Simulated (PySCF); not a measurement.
# Structure from 2D NMR

Compound of formula C$_{7}$H$_{11}$BO$_{2}$. Correlations simulated from computed shifts and the bond graph:

HSQC (one-bond C–H):
```tsv
δH	δC
6.99	157.8
6.37	149.0
5.48	135.3
5.42	127.1
5.32	127.1
4.05	64.6
1.67	31.2
```

COSY cross peaks (H two or three bonds apart, from the bond graph; peaks can be absent where the dihedral angle is near 90°):
```tsv
δH	δH
6.99	6.37
6.99	5.48
6.37	5.42
6.37	5.32
5.42	5.32
4.05	1.67
```

HMBC (two and three bonds, from the bond graph):
```tsv
δH	δC
6.99	149.0, 135.3, 127.1
6.37	157.8, 135.3, 127.1
5.48	157.8, 149.0
5.42	157.8, 149.0
5.32	157.8, 149.0
4.05	64.6, 31.2
1.67	64.6
```

- PBE0-D3(BJ)/def2-SVP structure
- shieldings: GIAO B3LYP/pcSseg-1
- program: PySCF 2.14
- a single conformation, fast rotation and ring inversion assumed for equivalent nuclei, gas phase, non-relativistic Hamiltonian

Referencing at the same level of theory: ¹H (31.38 ppm), ¹³C (179.24 ppm) vs TMS.

Exchangeable hydrogens are left out of these lists.

**Question.** Work out the connectivity.

**Answer.** `InChI=1S/C7H11BO2/c1-2-3-5-8-9-6-4-7-10-8/h2-3,5H,1,4,6-7H2/b5-3+`.

Mapped SMILES: `[CH2:1]=[CH:2]/[CH:3]=[CH:4]/[B:5]1[O:6][CH2:7][CH2:8][CH2:9][O:10]1`. Hydrogens are named by the atom that carries them. Ha(C1) is cis to C3; Hb(C1) is trans to C3.

- δC 157.8 is C3, an alkene CH (δH 6.99).
- δC 149.0 is C2, an alkene CH (δH 6.37).
- δC 135.3 is C4, an alkene CH (δH 5.48).
- δC 127.1 is C1, a terminal =CH2 carbon (δH 5.32, 5.42).
- δC 64.6 is C7/C9, an sp3 CH2 bonded to O (δH 4.05).
- δC 31.2 is C8, an sp3 CH2 in a ring (δH 1.67).
- COSY links 6.99–6.37, 6.99–5.48, 6.37–5.42, 6.37–5.32, 5.42–5.32, 4.05–1.67.

This is the structure that produced the data.

A carbon bonded to boron is broadened by the quadrupolar boron nucleus and is often missing from a measured spectrum. Shifts are as computed. Against solution values, carbons near 30 ppm lie about +2 ppm off and those near 130 ppm about +6 ppm. Of 1313 compounds with measured shifts, 239 miss one by over three times the rms of a fit or turn the order of signals round; such compounds aren't used in these exercises.
